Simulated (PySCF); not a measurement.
C₃H₁₄Si₃, SMILES [SiH2](CC[SiH2]C)[SiH3]. Geometry: PBE-D3(BJ)/def2-SVP. This is a generated structure with no PubChem entry under its InChIKey; it may be hypothetical. One conformer was computed; it need not be the lowest.

Q: Give the equilibrium geometry at PBE-D3(BJ)/def2-SVP (PySCF confirms it by a frequency run) as bond lengths and angles. (An estimate is asked for; the answer gives what the named calculation found.)

A: One answer among several that fit: 
Atoms: C1 Si2 C3 C4 Si5 Si6 H7 H8 H9 H10 H11 H12 H13 H14 H15 H16 H17 H18 H19 H20. Bonded distances (Å): C1–Si2 1.891, C1–H7 1.109, C1–H8 1.109, C1–H9 1.109, Si2–C3 1.902, Si2–H10 1.509, Si2–H11 1.509, C3–C4 1.541, C3–H12 1.113, C3–H13 1.113, C4–Si5 1.907, C4–H14 1.112, C4–H15 1.112, Si5–Si6 2.355, Si5–H16 1.509, Si5–H17 1.509, Si6–H18 1.508, Si6–H19 1.506, Si6–H20 1.507. Angles (°): Si2–C1–H7 111.0, Si2–C1–H8 110.9, Si2–C1–H9 110.9, H7–C1–H8 107.9, H7–C1–H9 107.9, H8–C1–H9 108.0, C1–Si2–C3 111.7, C1–Si2–H10 110.1, C1–Si2–H11 110.1, C3–Si2–H10 108.8, C3–Si2–H11 108.7, H10–Si2–H11 107.4, Si2–C3–C4 113.8, Si2–C3–H12 107.8, Si2–C3–H13 108.1, C4–C3–H12 110.7, C4–C3–H13 110.7, H12–C3–H13 105.4, C3–C4–Si5 113.9, C3–C4–H14 110.7, C3–C4–H15 110.8, Si5–C4–H14 107.8, Si5–C4–H15 107.6, H14–C4–H15 105.7, C4–Si5–Si6 110.8, C4–Si5–H16 109.8, C4–Si5–H17 110.7, Si6–Si5–H16 108.7, Si6–Si5–H17 109.0, H16–Si5–H17 107.8, Si5–Si6–H18 110.2, Si5–Si6–H19 111.2, Si5–Si6–H20 111.0, H18–Si6–H19 108.3, H18–Si6–H20 107.8, H19–Si6–H20 108.1.
